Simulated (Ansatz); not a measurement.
C12H18, SMILES `Cc1c(C)c(C)c(C)c(C)c1C`, relaxed with RKS PBE0-D4/def2-TZVP in Ansatz from a PBE-D4/def2-SVP geometry. The force threshold is 0.005 eV/Å; the program also tests the step.

Total charge 0; spin multiplicity 1.

Start:

```xyz
30

C    -2.889    0.461    0.175
C    -1.399    0.215    0.059
C    -0.540    1.255   -0.374
C    -1.122    2.578   -0.827
C     0.861    1.050   -0.402
C     1.786    2.189   -0.778
C     1.399   -0.215   -0.059
C     2.889   -0.461   -0.175
C     0.540   -1.255    0.374
C     1.122   -2.578    0.827
C    -0.861   -1.050    0.402
C    -1.786   -2.189    0.778
H    -3.429    0.215   -0.767
H    -3.117    1.518    0.408
H    -3.348   -0.149    0.976
H    -1.219    3.303    0.012
H    -0.494    3.064   -1.598
H    -2.130    2.458   -1.266
H     2.766    2.111   -0.271
H     1.991    2.219   -1.872
H     1.363    3.174   -0.504
H     3.348    0.150   -0.975
H     3.117   -1.518   -0.410
H     3.429   -0.217    0.768
H     2.130   -2.458    1.267
H     1.221   -3.302   -0.014
H     0.493   -3.065    1.596
H    -1.364   -3.174    0.504
H    -1.990   -2.219    1.873
H    -2.767   -2.110    0.272
```

| step | energy (eV) | largest force (eV/Å) | largest move (Å) |
| --- | --- | --- | --- |
| 1 | -12727.9379 | 0.487 | 0.000 |
| 2 | -12728.0790 | 0.149 | 0.035 |
| 3 | -12728.0902 | 0.013 | 0.016 |
| 4 | -12728.0903 | 0.006 | 0.003 |
| 5 | -12728.0903 | 0.001 | 0.001 |

End:

```xyz
30

C    -2.860    0.456    0.173
C    -1.380    0.212    0.058
C    -0.533    1.238   -0.369
C    -1.110    2.552   -0.819
C     0.850    1.036   -0.397
C     1.768    2.167   -0.771
C     1.380   -0.212   -0.058
C     2.860   -0.456   -0.173
C     0.533   -1.238    0.369
C     1.111   -2.552    0.819
C    -0.850   -1.036    0.397
C    -1.768   -2.167    0.771
H    -3.393    0.216   -0.754
H    -3.075    1.499    0.407
H    -3.303   -0.146    0.965
H    -1.207    3.267    0.007
H    -0.488    3.022   -1.580
H    -2.102    2.424   -1.252
H     2.730    2.084   -0.265
H     1.970    2.198   -1.848
H     1.346    3.132   -0.494
H     3.303    0.147   -0.964
H     3.075   -1.498   -0.408
H     3.393   -0.217    0.755
H     2.102   -2.424    1.253
H     1.208   -3.266   -0.008
H     0.488   -3.022    1.579
H    -1.346   -3.132    0.493
H    -1.969   -2.199    1.848
H    -2.730   -2.083    0.266
```

Run time 12 s (4 threads of an AMD EPYC 7R13 on a shared host and a share of an NVIDIA H100 80 GB); peak host memory 1.9 GiB.
